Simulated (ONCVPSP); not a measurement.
**Configuration tests for Ir (Z = 77) (ONCV)**

* Element: iridium
* Generator: ONCVPSP 4.0.1
* Type: optimised norm-conserving Vanderbilt (ONCV)
* Functional: BLYP
* Relativity: scalar-relativistic
* Frozen core: [Kr] 4d10 4f14
* Valence charge: 17
* Reference configuration: 5s2 5p6 5d7 6s1.75 (charge +0.25)
* Partial waves: 5s+6s: rc 1.70 bohr, ncon 4, nbas 8, qcut 6.1 1/bohr, 2 projectors; 5p: rc 1.70 bohr, ncon 4, nbas 7, qcut 6.6 1/bohr, 2 projectors, debl 0.5 Ha; 5d: rc 1.55 bohr, ncon 3, nbas 6, qcut 5.9 1/bohr, local
* Local potential: the d channel
* Core correction: Teter function fitted to the true core (icmod 2), fcfact 0.25

In the p channel the program set the typed energies aside and used -2.077, 0.250 Ha.

Energies are relative to the spin-unpolarised reference configuration 5s2 5p6 5d7 6s1.75; without spin polarisation the order of configurations can differ from experiment.

| valence configuration | charge | ΔE all-electron (eV) | error AE − PS (meV) |
| --- | --- | --- | --- |
| 5s2 5p6 5d7 6s2 | 0 | -1.782 | +0.6 |
| 5s2 5p6 5d7 6s1 | +1 | 8.066 | -4.0 |
| 5s2 5p6 5d6 6s2 | +1 | 10.247 | -3.6 |

(1) What are ΔE and the potential's error for 5s2 5p6 5d7 6s0?

Answers

(1) ΔE = 25.609 eV all-electron; the error (AE − PS) is -17 meV.
